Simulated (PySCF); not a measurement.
C3H6Cl2Si, SMILES C/C=C/[SiH](Cl)Cl. Atoms are numbered in the order given.

```xyz
12

C     -3.7219    -0.2066     0.0000
C     -2.3294     0.3422     0.0000
C     -1.1968    -0.3812     0.0000
Si     0.4624     0.4227     0.0000
Cl     1.5434    -0.1558    -1.6752
Cl     1.5434    -0.1558     1.6752
H     -4.2804     0.1488     0.8834
H     -3.7297    -1.3065     0.0000
H     -4.2804     0.1488    -0.8834
H     -2.2579     1.4395     0.0000
H     -1.2611    -1.4771     0.0000
H      0.3477     1.8994     0.0000
```

Geometry optimised at B3LYP-D3(BJ)/def2-SVP. The structure was generated by enumeration; whether it is a known compound was not checked. The values are those of a single conformer.

Two levels are set side by side: PBE/pcSseg-1 (PySCF) and KT2/pcSseg-1 (PySCF). GIAO shifts against HCl (³⁵Cl), TMS (²⁹Si), TMS (¹H), TMS (¹³C) at the same level; non-relativistic, no solvent, atoms listed together averaged. Without spin–orbit terms, shifts of atoms bonded to Cl or Br come out too high at both levels. Differences are taken from unrounded values.

```tsv
quantity	KT2
δ(¹³C) of C1 (ppm)	28.0
δ(¹³C) of C2 (ppm)	148.6
δ(¹³C) of C3 (ppm)	127.7
δ(²⁹Si) of Si4 (ppm)	19.3
δ(³⁵Cl) of Cl5, Cl6 (ppm)	106.0
δ(¹H) of H10 (ppm)	6.51
δ(¹H) of H11 (ppm)	6.05
δ(¹H) of H12 (ppm)	5.99
```

### Question
What does PBE give, and how far is it from KT2? (The exact figures need the calculation; the answer reports its results.)

### Answer

```
quantity                     PBE  PBE minus KT2
-------------------------  -----  -------------
δ(¹³C) of C1 (ppm)          28.6            0.6
δ(¹³C) of C2 (ppm)         157.9            9.3
δ(¹³C) of C3 (ppm)         135.8            8.2
δ(²⁹Si) of Si4 (ppm)        21.9            2.6
δ(³⁵Cl) of Cl5, Cl6 (ppm)  104.2           -1.8
δ(¹H) of H10 (ppm)          6.70           0.19
δ(¹H) of H11 (ppm)          6.21           0.16
δ(¹H) of H12 (ppm)          6.05           0.06
```

Rough cost on one machine, each run with all the roots and properties that it gave: KT2 against PBE within a factor of 2.
